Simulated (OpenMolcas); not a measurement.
## Ni5+: Racah parameters, worked from levels

* Program: OpenMolcas
* Basis: ANO-RCC-VQZP [7s6p4d3f2g1h]
* Scalar Hamiltonian: DKH2, point nucleus
* Active space: 11 electrons in 8 orbitals (RAS1 3p, at most 2 holes; RAS2 3d)
* State averaging: 2S+1 = 6 even, 1 root; 2S+1 = 4 even, 24 roots; 2S+1 = 2 even, 53 roots
* Spin-orbit coupling: state interaction with AMFI integrals over the reference wave functions, term energies averaged over their components

Methods: RASSCF; MS-RASPT2, IPEA 0.25 Eh, imaginary shift 0.1 Eh (closed shells correlated: 3s).

**Racah parameters.** Above 6S, d5 has 4D at 17B + 5C, 4G at 10B + 5C and 4P at 7B + 7C. The first two fix B and C, and the third tests them; where it misses by thousands of cm-1, two parameters do not describe the configuration (Trees and configuration-interaction terms are left out) and B and C hang on the terms chosen. Term energies are centres of gravity, weighted by 2J + 1.

```tsv
Source	4D	4G	B	C	C/B	4P from B, C	4P found
RASSCF	57231	48182	1293	7051	5.45	58408	49707
MS-RASPT2	52030	42946	1298	5994	4.62	51044	47511
```

Energies in cm-1. From RASSCF to MS-RASPT2, B changes by +0.4 % and C by -15.0 %.

CASPT2 does not keep the components of a term degenerate, so their means are used; among the terms shown or strongly mixed into the levels shown the widest spread is 350 cm-1 (3d5 4G, MS-RASPT2). Active for correlation alone: 3p; no level in the range computed is led by a configuration that opens it, so any true level of that kind is missing. Without dynamic correlation excited terms often stand tens of per cent too high (terms of higher spin than the ground term too low), and those without a measured partner can miss by more than the paired ones (holds for RASSCF). Levels of configurations outside the active space are missing.
